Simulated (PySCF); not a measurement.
Electronic structure of W (tungsten, neutral) at the PBE0 level

Configuration: [Xe] 4f14 5d6, high-spin 5D determinant (an excited configuration). All numbers are calculated (PySCF 2.14, scalar relativity by spin-free X2C-1e, in x2c-TZVPPall (11s7p7d3f1g, 97 functions)).

| Quantity | Value |
| --- | --- |
| Total energy | -16143.11 hartree |
| One-electron energy | -22155.94 hartree |
| Hartree (Coulomb) energy | 6341.40 hartree |
| Exchange-correlation energy | -328.57 hartree |
| ⟨S²⟩ | 6.0115 |
| ⟨L²⟩ | 6.222 |
| Sum of ⟨r⟩ | 44.79 bohr |
| Sum of ⟨r²⟩ | 65.01 bohr² |
| Traceless quadrupole moment −½Σ⟨3z² − r²⟩ along its main axis | 3.87 e·bohr² |
| Langevin diamagnetic susceptibility | -51.5 ×10⁻⁶ cm³/mol |
| Time after the integrals | of the order of 14 core-seconds |

```tsv
shell	electrons	mean orbital energy (eV)	spread (eV)	rms radius, mean of both spins (bohr)
1s β	1	-69414.7	0	0.0208
1s α	1	-69414.7	0	0.0208
2s α	1	-12014.0	0	0.0839
2s β	1	-12013.9	0	0.0839
2p α	3	-10541.6	0.059	0.0762
2p β	3	-10541.5	0.024	0.0762
3s α	1	-2781.2	0	0.215
3s β	1	-2781.2	0	0.215
3p α	3	-2341.0	0.107	0.216
3p β	3	-2341.0	0.083	0.216
3d α	5	-1817.3	0.120	0.197
3d β	5	-1817.1	0.073	0.197
4s α	1	-579.20	0	0.478
4s β	1	-579.04	0	0.478
4p α	3	-433.33	0.262	0.509
4p β	3	-433.17	0.199	0.509
4d α	5	-243.42	0.331	0.550
4d β	5	-243.20	0.201	0.550
5s α	1	-79.723	0	1.14
5s β	1	-77.942	0	1.14
5p α	3	-43.641	0.910	1.34
5p β	3	-41.009	0.236	1.34
4f α	7	-34.137	0.366	0.680
4f β	7	-33.813	0.249	0.680
5d α	5	-4.147	0.914	2.56
5d β	1	-2.032	0	2.56
```

Spin-orbit coupling, absent here, splits the open shell strongly.

Densities and radii are taken from the X2C orbitals without a picture-change correction, which distorts them close to the nucleus.
